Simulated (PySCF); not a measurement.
Which determinant of CuO⁺ lies lowest?

Unrestricted PBE0; basis Cu def2-TZVPPD, O def2-TZVPPD; no relativity; PySCF 2.14. Outer shells of the fragments: Cu+ 3d10; O 2s2 2p4.

Followed along the bond (rough minima from three points):

```
2Ms+1    unpaired  ⟨S²⟩ at the start  R at minimum (Å)  Te (eV)
    3        π ↑↑               2.01              1.82     0.00
    3    σ ↑, π ↑               2.02              1.76     0.48
    1        π ↑↓               1.01              1.78     0.61
    1    σ ↓, π ↑               1.01              1.74     0.86
    5  σ ↑↑, π ↑↑               6.01  none in the scan   ≤ 3.33
```

Solutions found at the starting distance of 1.835 Å, counted from the lowest of them; the search is not exhaustive and high or unbound solutions are not listed, so other states can lie among these:

```csv
2Ms+1,unpaired,term,E (eV),⟨S²⟩,⟨Lz²⟩,μ (D)
3,π ↑↑,³Σ⁻,0.00,2.01,0.00,-1.96
3,"σ ↑, π ↑",³Π,0.52,2.02,1.01,-2.96
1,π ↑↓,mixed,0.62,1.01,2.01,-2.21
1,"σ ↓, π ↑",mixed,0.93,1.01,1.01,-3.47
1,none,mixed,1.97,0.56,2.00,-4.10
1,"π ↑, δ ↓",mixed,2.66,1.05,5.01,-4.70
3,"π ↑, δ ↑",mixed,2.67,2.02,5.00,-4.82
1,"π ↑, δ ↓",mixed,2.69,1.05,5.01,-4.70
3,"π ↑, δ ↑",mixed,2.71,2.02,5.01,-4.83
3,π ↑↑,mixed,2.74,2.02,2.01,-4.99
```

A term symbol is given only where ⟨S²⟩ and ⟨Lz²⟩ are close to those of a pure state; real π, δ and φ orbitals otherwise mix terms. A positive dipole points towards O; it is taken about the centre of mass and depends on that origin.

Counting both spins, an empty level lies below a filled one in some of these solutions, because spin and occupation are held. The state is the lowest single determinant that the PBE0 search found; with open d or f shells the true ground state can be another one.
